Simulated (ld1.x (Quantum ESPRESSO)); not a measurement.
# Pseudopotential generation for H: TM, PBE, non-relativistic.

The input file (ld1.x (Quantum ESPRESSO) 7.5):

```
&input
   title='H', zed=1., rel=0, dft='PBE', iswitch=3,
   config='1s1 2p-2',
   nld=2, rlderiv=1.50, eminld=-2.0, emaxld=5.0, deld=0.02
 /
 &inputp
   pseudotype=2, tm=.true., lloc=-1, rcloc=1.20,
   nlcc=.false.,
   file_pseudopw='H.UPF', file_wfcaegen='ae.wfc', file_wfcncgen='nc.wfc', file_beta='beta', file_chi='chi'
 /
2
1S  1  0   1.00   0.00  1.30  1.30  0.0
2P  2  1  -2.00  -0.20  1.35  1.35  0.0
 &test
   configts(1)='1s1'
 /
```

Command:

```bash
ld1.x < H.in > H.out
```

Output (shortened: banner, matrices, multipoles, cross overlaps and the repeated all-electron block are left out):

```
Program LD1 v.7.5
     --------------------------- All-electron run ----------------------------

     H

     atomic number is  1.00
     dft =PBE   lsd =0 sic =0 latt =0  beta=0.20 tr2=1.0E-14
     Exchange-correlation= PBE
                           (   1   4   3   4   0   0   0)
     mesh = 929 r(mesh) =  99.48432 a.u. xmin = -7.00 dx = 0.01250
     1 Ry =  13.60569312 eV

     n l     nl                  e(Ry)          e(Ha)          e(eV)
     1 0     1S 1( 1.00)        -0.4772        -0.2386        -6.4927

     final scf error:  5.2E-15 reached in  20 iterations

     Etot =      -0.917874 Ry,      -0.458937 Ha,     -12.488311 eV

     Ekin =       0.894488 Ry,       0.447244 Ha,      12.170134 eV
     Encl =      -1.889246 Ry,      -0.944623 Ha,     -25.704507 eV
     Eh   =       0.579617 Ry,       0.289809 Ha,       7.886098 eV
     Exc  =      -0.502733 Ry,      -0.251367 Ha,      -6.840036 eV

     normalization and overlap integrals

     s(1S/1S) =  1.000000  <r> =   1.6358  <r2> =    3.6635  r(max) =   1.0253

     ------------------------ End of All-electron run ------------------------

     --------------------- Generating NC pseudopotential ---------------------

      Generating local potential from pseudized AE potential:
      Matching radius rcloc =   1.2000

      Local pseudo, rcloc= 1.191 Estimated cut-off energy=    16.24 Ry

      Wfc   1S  rcut= 1.284  Using Troullier-Martins method

      Wfc   2P  rcut= 1.350  Using Troullier-Martins method

     ------------------- End of pseudopotential generation -------------------

     Computing logarithmic derivative in   1.50121
     Computing logarithmic derivative in   1.50121
     Computing the partial wave expansion
     R is outside the sphere for l=    0 j= 0.00
     R is outside the sphere for l=    1 j= 0.00

     ---------------------- Testing the pseudopotential ----------------------

     H

     atomic number is  1.00   valence charge is  1.00
     dft =PBE   lsd =0 sic =0 latt =0  beta=0.20 tr2=1.0E-14
     mesh = 929 r(mesh) =  99.48432 xmin = -7.00 dx = 0.01250

     n l     nl             e AE (Ry)        e PS (Ry)    De AE-PS (Ry)
     1 0     1S   1( 1.00)       -0.47720       -0.47720       -0.00000

     eps = 8.4E-18  iter =  4

     Etot =      -0.917874 Ry,      -0.458937 Ha,     -12.488311 eV
     Etotps =    -0.916715 Ry,      -0.458358 Ha,     -12.472549 eV

     Ekin =       0.863666 Ry,       0.431833 Ha,      11.750777 eV
     Encl =      -1.610600 Ry,      -0.805300 Ha,     -21.913335 eV
     Ehrt =       0.578186 Ry,       0.289093 Ha,       7.866623 eV
     Ecxc =      -0.500732 Ry,      -0.250366 Ha,      -6.812808 eV
     Epseu=      -0.247235 Ry,      -0.123618 Ha,      -3.363807 eV

     ---------------------- End of pseudopotential test ----------------------
```

Generation and configuration tests took about 0.26 s on one core of a shared server CPU.
